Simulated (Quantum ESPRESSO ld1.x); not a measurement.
The numbers below are computed, except where a source is named.
Task: Species: Sb2+. Configuration: [Kr] 4d10 5s2 5p1. Level of theory: Dirac Kohn-Sham, BP86, spin-unpolarised, spherical densities, point nucleus; open shells fill j = l - 1/2 first (ld1.x of Quantum ESPRESSO 7.5).

Spin-orbit splittings of the eigenvalues, e(l+1/2) - e(l-1/2), with zeta = 2 splitting/(2l+1) and mean radii in bohr:

shell  occ.  splitting (eV)  zeta (eV)  <r> j=l-1/2  <r> j=l+1/2
2p        6           251.9      168.0       0.1032       0.1087
3p        6           46.48      30.99       0.3208       0.3321
3d       10           9.658      3.863       0.3033       0.3069
4p        6               ?          ?       0.8321       0.8612
4d       10           1.251     0.5005        1.018        1.031
5p        1          0.8821     0.5881        2.431        2.512

Estimate the 4p splitting.

Result: 8.608 eV (zeta = 5.739 eV).
